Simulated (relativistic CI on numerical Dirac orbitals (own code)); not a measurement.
Computed by Dirac-Coulomb-Breit CI, separate exchange-only KLI orbitals for each configuration, model QED (radiative potential, 1s self-energy scaled to tabulated hydrogen-like ionisation energies), unscaled Slater integrals (own radial code, finite nucleus).

The strongest absorption lines from the ground level of an ion, among the configurations computed and to levels below about 2120 eV (vacuum wavelength in Å, gf): 6.3661 (0.33), 6.3995 (0.69), 6.4129 (0.19), 6.5148 (0.61), 6.5223 (0.24), 6.5463 (0.34), 26.664 (1.6), 28.249 (0.57).

Task: Which ion is it?
A. Re XLVIII
B. Ho XLII
C. Re L
D. Au LIV

Result: C. Re L has 26 electrons and the ground level 3s2 3p6 3d8 3F_4; the strongest line goes to 3s2 3p5 3d9 3D°_3. The pattern of lines fixes the number of electrons, and along that sequence the line energies rise steadily with the charge (about as its square where n changes within one kind of shell, about linearly where n is kept but much faster in heavy ions where fine structure, which grows about as Z⁴, sets the gap, and irregularly where shells cross), which fixes Z. Configurations outside the model, such as inner-shell arrays, can give stronger lines. At this charge energies of transitions that change n are usually good to better than 1 %, and those within a shell (Δn = 0) to a few per cent.

LS names give the leading component of a level, which can be under half, so a name can repeat, a term be missing and a line seem to break the LS rules.
